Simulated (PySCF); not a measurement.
Basis-set dependence of SnI at PBE0

PySCF, UKS reference; doublet, unpaired electrons π ↑; De to Sn + I without counterpoise correction.

```json
{"basis": "def2-SVP", "relativity": "scalar-relativistic core potentials", "functions": "52", "Re (Å)": "2.735", "ωe (cm⁻¹)": "197", "De (eV)": "3.03", "μ (D)": "-2.42"}
{"basis": "cc-pVTZ-PP", "relativity": "scalar-relativistic core potentials", "functions": "78", "Re (Å)": "2.723", "ωe (cm⁻¹)": "197", "De (eV)": "3.07", "μ (D)": "-2.23"}
{"basis": "x2c-TZVPPall", "relativity": "spin-free X2C", "functions": "120", "Re (Å)": "2.718", "ωe (cm⁻¹)": "197", "De (eV)": "3.10", "μ (D)": "-2.16"}
```

Task: How does each smaller set differ from the one with most functions, x2c-TZVPPall?

Result: def2-SVP: +1.7 pm, +0.0 % in ωe, -0.07 eV in De; cc-pVTZ-PP: +0.5 pm, +0.0 % in ωe, -0.03 eV in De. All at PBE0; the set with most functions is neither the basis-set limit nor always the best. The rows treat relativity differently, so the differences are not basis effects alone.

A positive dipole means Sn(−)I(+). Spin–orbit coupling is left out, which matters for elements this heavy, above all for dissociation energies. The state was picked by a PBE0 search and need not be the measured ground state.
